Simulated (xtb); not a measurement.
C₆H₁₀, SMILES C=C/C(C)=C\C. All values are semi-empirical tight-binding results from xtb (GFN2-xTB unless named), good for trends rather than for accurate numbers. Geometry: GFN2-xTB. Other conformers were not sampled.

Optimised geometry:

Bond lengths (Å): C1–C2 1.329, C1–H7 1.076, C1–H8 1.077, C2–C3 1.455, C2–H9 1.081, C3–C4 1.504, C3–C5 1.338, C4–H10 1.087, C4–H11 1.089, C4–H12 1.089, C5–C6 1.492, C5–H13 1.084, C6–H14 1.085, C6–H15 1.091, C6–H16 1.091. Bond angles (°): C2–C1–H7 123.0, C2–C1–H8 121.1, H7–C1–H8 115.8, C1–C2–C3 125.7, C1–C2–H9 118.1, C3–C2–H9 116.1, C2–C3–C4 117.0, C2–C3–C5 123.3, C4–C3–C5 119.7, C3–C4–H10 110.8, C3–C4–H11 110.4, C3–C4–H12 110.4, H10–C4–H11 108.6, H10–C4–H12 108.5, H11–C4–H12 108.2, C3–C5–C6 128.9, C3–C5–H13 117.8, C6–C5–H13 113.3, C5–C6–H14 113.1, C5–C6–H15 109.6, C5–C6–H16 109.6, H14–C6–H15 108.5, H14–C6–H16 108.5, H15–C6–H16 107.3.
Charge 0, spin multiplicity 1.

**Question.** Estimate the properties. (An estimate is asked for; the answer gives what the named calculation found.)

**Answer.** 
- orbital gap: 3.62 eV
- dipole moment: 0.38 D
- zero-point energy: 87.0 kcal/mol
- G − E(el) at 298.15 K (modified RRHO): 67.1 kcal/mol
- static polarisability (D4 model): 73.5 bohr³
- solvation energy, GFN2-xTB/ALPB(water): -0.7 kcal/mol
- solvation energy, GFN2-xTB/ALPB(acetonitrile): -4.4 kcal/mol

Computed IR lines (harmonic; lines under 4 % of the strongest left out, lines within 3 cm⁻¹ merged):
ν (cm⁻¹): 551 (w), 792 (w), 838 (m), 884 (w), 966 (w), 999 (m), 1035 (m), 1043 (m), 1130 (m), 1243 (m), 1402 (w), 1406 (w), 1474 (w), 1486 (w), 1499 (w), 1665 (w), 1691 (m), 2985 (s), 3002 (s), 3007 (s), 3018 (m), 3034 (m), 3044 (vs), 3062 (m), 3074 (vs), 3108 (m), 3133 (vs) (against the strongest line: vs over 80 %, s over 45 %, m over 15 %, w over 4 %, vw less)

Computed atomic charges and the Wiberg bond orders between heavy atoms:
charges (e) C1 -0.09, C2 -0.03, C3 0.00, C4 -0.11, C5 -0.04, C6 -0.10, H7 0.04, H8 0.03, H9 0.03, H10 0.03, H11 0.04, H12 0.04, H13 0.03, H14 0.04, H15 0.04, H16 0.04. Bond orders C1–C2 1.89, C2–C3 1.10, C3–C4 1.02, C3–C5 1.79, C5–C6 1.04.
